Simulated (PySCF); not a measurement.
The complex Fe(NH2)3 (charge 0) contains Fe(III), shell d5. The structure is a PBE0-D3(BJ)/def2-TZVP geometry optimised for multiplicity 6; coordination trigonal planar, point group D3h, metal–donor distances 1.86 Å.

```
10

Fe    0.0000    0.0000    0.0000
N     1.8586    0.0000    0.0000
H     2.4441    0.8224    0.0000
H     2.4441   -0.8223    0.0000
N    -0.9293    1.6096    0.0000
H    -1.9342    1.7054    0.0000
H    -0.5099    2.5278    0.0000
N    -0.9293   -1.6096    0.0000
H    -0.5098   -2.5278    0.0000
H    -1.9342   -1.7055    0.0000
```

Method (PySCF 2.14, density fitting): CASSCF(5,5) with orbitals averaged over all microstates of the shell, strongly contracted NEVPT2 on the averaged canonical orbitals; basis x2c-TZVPall on the metal, x2c-SVPall elsewhere; spin-free X2C; gas phase; spin-orbit coupling by state interaction with the mean-field operator over all roots.

(1) Which term lies lowest, and with what spin?

(2) Which is the lowest state of another spin?

(3) What ligand-field parameters describe the result?

(4) What are the magnetic parameters?

NEVPT2 on the d shell alone tends to put d–d bands too high for such charged or covalently bound ions. Gaps between spin states lean to high spin in this active space.

The job took 7.9 s on one thread of Arm Neoverse V2 (shared host), with 120 basis functions, launched as `OMP_NUM_THREADS=1 python lf_run.py task.json out`.

## Answers

(1) 6A1' (S = 5/2, orbital degeneracy 1), orbital occupations from the lowest 1.0 1.0 1.0 1.0 1.0, by NEVPT2.

(2) 4E' at 23805 cm⁻¹ by NEVPT2; CASSCF alone puts it at 28542 cm⁻¹ above the same ground state.

(3) At CASSCF level (the NEVPT2 levels don't fit a ligand-field model well): orbital energies 0, 4129, 4129, 9675, 9675 cm⁻¹; B = 1042 cm⁻¹; C = 4036 cm⁻¹; B over its free-ion value at the same level 0.805; rms of the fit 316 cm⁻¹; ζ = 403 cm⁻¹ (free ion 466).

(4) The ground multiplet follows a spin Hamiltonian with S = 5/2, g = 2.002, 2.002, 2.002, D = -0.26 cm⁻¹, E/|D| = 0.00 (spin-orbit part alone); the lowest levels hold 100 % of the spin-free ground state. μeff is 5.92 μB at 300 K and 5.92 μB at 10 K; the spin-only value is 5.92 μB.
